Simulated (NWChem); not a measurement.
System: HfH₄O; SMILES [OH][HfH3]

Here is an NWChem input.

```
start job
memory heap 200 mb stack 900 mb global 1100 mb
geometry units angstroms noautoz
  Hf     0.028346     0.157555    -0.002633
  O      0.083210    -1.731320    -0.008382
  H      0.111420    -2.687327    -0.011334
  H     -0.965517     0.707212     1.466338
  H      1.770231     0.790457     0.111734
  H     -0.770881     0.722014    -1.580688
end
basis spherical
  * library def2-svp
end
ecp
  Hf library def2-ecp
end
dft
  xc b3lyp
  grid coarse
  iterations 150
  mulliken
end
task dft gradient
```

Excerpt of the output:

```
             Northwest Computational Chemistry Package (NWChem) 7.3.0
             --------------------------------------------------------

 C3  symmetry detected

                             Geometry "geometry" -> ""
                             -------------------------

 Output coordinates in angstroms (scale by  1.889725989 to convert to a.u.)

  No.       Tag          Charge          X              Y              Z
 ---- ---------------- ---------- -------------- -------------- --------------
    1 Hf                  72.0000     0.00000000     0.00000000     0.19304494
    2 O                    8.0000     0.00000000    -0.00000000    -1.69663543
    3 H                    1.0000    -0.00000000     0.00000000    -2.65306302
    4 H                    1.0000     1.52969066    -0.87656610     0.77563700
    5 H                    1.0000    -0.00571682     1.76303402     0.77563700
    6 H                    1.0000    -1.52397384    -0.88646792     0.77563700

 Effective nuclear repulsion energy (a.u.)     245.7862325330

      Symmetry information
      --------------------

 Group name             C3
 Group number              5
 Group order               3
 No. of unique centers     4

                                 NWChem DFT Module
                                 -----------------

 Summary of "ao basis" -> "ao basis" (spherical)
 ------------------------------------------------------------------------------
       Tag                 Description            Shells   Functions and Types
 ---------------- ------------------------------  ------  ---------------------
 Hf                         def2-svp                12       32   6s3p2d1f
 O                          def2-svp                 6       14   3s2p1d
 H                          def2-svp                 3        5   2s1p

      Symmetry analysis of basis
      --------------------------

        a          28
        e+         19
        e-         19

  Rotation of axis

            General Information
            -------------------
          SCF calculation type: DFT
          Wavefunction type:  closed shell.
          No. of atoms     :     6
          No. of electrons :    24
           Alpha electrons :    12
            Beta electrons :    12
          Charge           :     0
          Spin multiplicity:     1
          Use of symmetry is: on ; symmetry adaption is: on
          Maximum number of iterations: 150
          AO basis - number of functions:    66
                     number of shells:    30
          Convergence on energy requested:  1.00D-06
          Convergence on density requested:  1.00D-05
          Convergence on gradient requested:  5.00D-04

              XC Information
              --------------
                         B3LYP Method XC Potential
                     Hartree-Fock (Exact) Exchange  0.200
                        Slater Exchange Functional  0.800 local
                    Becke 1988 Exchange Functional  0.720 non-local
              Lee-Yang-Parr Correlation Functional  0.810
                  VWN I RPA Correlation Functional  0.190 local

             Grid Information
             ----------------
          Grid used for XC integration:  coarse
          Radial quadrature: Mura-Knowles
          Angular quadrature: Lebedev.
          Tag              B.-S. Rad. Rad. Pts. Rad. Cut. Ang. Pts.
          ---              ---------- --------- --------- ---------
          Hf                  1.55      104           9.0       302
          O                   0.60       35           8.0       302
          H                   0.35       35          11.0       302
          Grid pruning is: on
          Number of quadrature shells:   209
          Spatial weights used:  Erf1

      Superposition of Atomic Density Guess
      -------------------------------------

 Sum of atomic energies:        -128.62651019

      Non-variational initial energy
      ------------------------------

 Total energy =    -123.867606
 1-e energy   =    -280.210276
 2-e energy   =     107.427943
 HOMO         =      -0.310224
 LUMO         =       0.014555

      Symmetry analysis of molecular orbitals - initial
      -------------------------------------------------

  Numbering of irreducible representations:

     1 a           2 e+          3 e-

  Orbital symmetries:

     1 a           2 a           3 a           4 e+          5 e+
     6 a           7 a           8 e+          9 e+         10 a
    11 e+         12 e+         13 e+         14 e+         15 a
    16 a          17 e+         18 e+         19 a          20 e+
    21 e+         22 a

     ---------------------------------------------
      Total Density - Mulliken Population Analysis
     ---------------------------------------------

    Atom       Charge   Shell Charges
 -----------   ------   -------------------------------------------------------
    1 Hf  12    10.09   0.03 -0.30  1.75  0.51  0.59  0.27  5.48  0.60  0.14  0.87  0.09  0.06
    2 O    8     8.87   1.99  1.11  0.65  3.18  1.94  0.00
    3 H    1     0.66   0.53  0.07  0.06
    4 H    1     1.46   0.77  0.68  0.00
    5 H    1     1.46   0.77  0.68  0.00
    6 H    1     1.46   0.77  0.68  0.00

[...]

                         DFT ENERGY GRADIENTS

    atom               coordinates                        gradient
                 x          y          z           x          y          z
   1 Hf      0.000000   0.000000   0.364802    0.000000   0.000000  -0.004235
   2 O       0.000000  -0.000000  -3.206176   -0.000000  -0.000000   0.002737
   3 H      -0.000000   0.000000  -5.013562    0.000000   0.000000   0.003408
   4 H       2.890696  -1.656470   1.465741   -0.000997   0.000551  -0.000637
   5 H      -0.010803   3.331651   1.465741    0.000021  -0.001139  -0.000637
   6 H      -2.879893  -1.675181   1.465741    0.000976   0.000588  -0.000637
```

Level: B3LYP/def2-SVP with def2 effective core potentials on Hf. Structure relaxed at the PBE0/def2-SVP level. def2 effective core potentials on Hf; no spin-orbit coupling.
